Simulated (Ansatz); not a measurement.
One change: `C[O][Ga]([CH3])[NH2]` becomes `[CH3][GaH][NH2]`.

Ansatz, PBE0-D4/def2-TZVP geometries, multiplicity 1. Each molecule was computed in one conformer, which needn't be the lowest.

Scalar relativity is left out up to krypton.

| property | `C[O][Ga]([CH3])[NH2]` |
| --- | --- |
| LUMO energy (ωB97M-V/def2-TZVPP) / eV | 1.73 |
| LUMO energy (PBE0/def2-TZVPP) / eV | 0.21 |
| HOMO–LUMO gap (B3LYP/def2-TZVPP) / eV | 6.76 |
| LUMO energy (B3LYP/def2-TZVPP) / eV | -0.12 |
| size of the dipole moment (ωB97M-V/def2-TZVPP) / D | 1.80 |
| HOMO energy (PBE/def2-TZVPP) / eV | -5.66 |

What does the change do to each property? (Best estimate.)

Ansatz gave: 
```csv
property,`[CH3][GaH][NH2]`,shift
LUMO energy (ωB97M-V/def2-TZVPP) / eV,1.40,-0.33
LUMO energy (PBE0/def2-TZVPP) / eV,-0.27,-0.48
HOMO–LUMO gap (B3LYP/def2-TZVPP) / eV,6.41,-0.35
LUMO energy (B3LYP/def2-TZVPP) / eV,-0.54,-0.42
size of the dipole moment (ωB97M-V/def2-TZVPP) / D,0.76,-1.04
HOMO energy (PBE/def2-TZVPP) / eV,-5.86,-0.20
```

With PBE0 the HOMO falls by 0.06 eV and the LUMO falls by 0.48 eV, so the gap narrows by about 0.42 eV. PBE moves the HOMO by -0.20 eV and ωB97M-V by -0.05 eV. Dipoles are sizes alone; their direction can turn.

B3LYP here is the variant with VWN-RPA as its local correlation; programs differ in this.
